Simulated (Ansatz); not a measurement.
Energy needed to pull apart BAsH6 (SMILES [BH3-][AsH3+]), singlet, into free ground-state atoms, from the structure below (displaced at random from a GFN2-xTB minimum); no zero-point or spin–orbit terms; open-shell atoms are treated unrestricted, in their ground-state multiplicity.

```tsv
atom	x (Å)	y (Å)	z (Å)
B1	-0.6442	0.2390	-1.0527
As2	0.4518	-0.1246	0.7053
H3	-1.7208	-0.1362	-0.7171
H4	-0.0797	-0.4971	-1.7947
H5	-0.4600	1.3161	-1.3080
H6	0.1011	0.5969	1.9258
H7	0.6422	-1.4058	1.2664
H8	1.8393	0.1657	0.7837
```

Ansatz 0.2.0; basis: def2-TZVPP; cores frozen in the correlated methods. Filled d shells of the heavier atoms are correlated. The def2 sets are not built for correlating such inner shells, so the correlated values are less sure here. B3LYP uses VWN-RPA correlation.

```
    method  atomization energy (kJ/mol)
    PBE-D4                         2146
 r2SCAN-D4                         2161
   PBE0-D4                         2136
  B3LYP-D4                         2173
r2SCAN0-D4                            ?
   wB97M-V                         2157
        HF                         1582
       MP2                         2073
      CCSD                            ?
   CCSD(T)                         2107
```

Question: What does r2SCAN0-D4 give? (Judge from chemistry; the value comes from the calculation.)

Answer: By the calculation: 2149 kJ/mol, which is about 42 kJ/mol more than CCSD(T)/def2-TZVPP.

Question: What does CCSD give? (To be estimated.)

Answer: The calculation gives: 2088 kJ/mol, which is about 19 kJ/mol less than CCSD(T)/def2-TZVPP.

In triple zeta the MP2 and coupled-cluster atomization energies are still short of their basis limit by a few kcal/mol a bond, whereas those of the functionals are nearly converged, so these differences are not deviations from converged CCSD(T).

No T1 diagnostic of these runs exceeds 0.010.

For scale, one of the runs: CCSD(T)/def2-TZVPP forces, 163 basis functions (an equivalent command: `ansatz run in.yaml --threads 4`). Time: 95 s of wall clock on 4 CPU threads; the host was shared. Peak host memory: 2.3 GiB.
